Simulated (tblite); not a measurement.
Compound: C6H5F2N.
Structure used (GFN2-xTB), in Å, numbered top down from 1:
```
atom  x, y, z in Å
C1    -3.2578   -0.0168    0.4897
C2    -2.1487    0.2747    0.1493
C3    -0.8097    0.6541   -0.2843
F4    -0.7740    0.7760   -1.6468
F5    -0.4993    1.9020    0.1833
C6     0.2476   -0.3517    0.1765
C7     1.6441    0.0777   -0.2919
C8     2.6403   -0.8672    0.1442
N9     3.4208   -1.6242    0.4947
H10   -4.2242   -0.2883    0.7978
H11   -0.0128   -1.3293   -0.2346
H12    0.2091   -0.4080    1.2665
H13    1.8907    1.0622    0.1176
H14    1.6733    0.1385   -1.3842
```

Method: GFN2-xTB as coded in tblite; computed harmonic values from a numerical Hessian at the method's own geometry, unscaled. The method is semi-empirical: single wavenumbers can be off by several per cent or more. One conformer, not necessarily the lowest.

Harmonic wavenumbers (cm⁻¹): 57.5, 82.1, 83.8, 163.7, 168.3, 214.2, 332.0, 391.4, 396.3, 447.8, 502.8, 505.3, 568.7, 682.9, 688.8, 780.5, 784.3, 916.5, 984.2, 1036.0, 1065.6, 1109.2, 1121.9, 1140.4, 1239.3, 1256.5, 1334.7, 1421.9, 1449.1, 2282.3, 2418.5, 2960.1, 2970.5, 2997.1, 3001.8, 3388.4.

A = 3469, B = 828.7, C = 765.7 MHz; mass 129.039 u (most abundant isotopes); point group Cs, symmetry number 1.

What is the zero-point energy?

½Σν̃ = 20472 cm⁻¹ = 58.53 kcal/mol.

Entropy at 200 K, 1 bar (ideal gas, RRHO, classical rotation)?

Translation 38.52, rotation 28.18, vibration 17.63: S = 84.3 cal/(mol K).

And Cp and H(200 K) − H(0)?

Cp = 26.92 cal/(mol K), of which vibrations give 18.98 (their classical limit is 36 R = 71.5); H(200 K) − H(0) = 3.53 kcal/mol without the zero-point energy, 1.94 from vibrations.

How do the functions run with temperature in this model?

| T (K) | S (cal/(mol K)) | Cp (cal/(mol K)) | H − H(0) (kcal/mol) | G − H(0) (kcal/mol) | ln q(vib) |
| --- | --- | --- | --- | --- | --- |
| 100 | 69.1 | 18.0 | 1.28 | -5.63 | 1.56 |
| 300 | 96.8 | 35.2 | 6.64 | -22.41 | 6.41 |
| 500 | 118.0 | 47.8 | 15.03 | -43.97 | 11.02 |
| 800 | 143.1 | 58.8 | 31.18 | -83.29 | 17.28 |
| 1000 | 156.7 | 63.5 | 43.44 | -113.31 | 21.02 |

q(vib) and H(0) count from the zero-point level.

Which modes carry the vibrational entropy at 200 K?

57.5 cm⁻¹: 3.76; 82.1 cm⁻¹: 3.06; 83.8 cm⁻¹: 3.02; 163.7 cm⁻¹: 1.77; 168.3 cm⁻¹: 1.72; 214.2 cm⁻¹: 1.31 cal/(mol K); the other 30 give 2.98 together.

What must be added to the electronic energy to get the Gibbs energy at 200 K and 1 bar?

ZPE + [H(200 K) − H(0)] − T·S = 58.53 + 3.53 − 16.87 = 45.19 kcal/mol.

Blend soft modes into free rotors: weight 1/[1 + (100 cm⁻¹/ν̃)⁴] for the oscillator and the rest for a rotor with moment μB/(μ + B), μ = h/(8π²ν), B = 10⁻⁴⁴ kg m². What vibrational entropy results?

16.49 cal/(mol K) in place of 17.63, which changes −T·S at 200 K by +0.23 kcal/mol.

Hindered rotation and anharmonicity are outside this model. Other conformers, if any are populated, would add a mixing term that is left out.
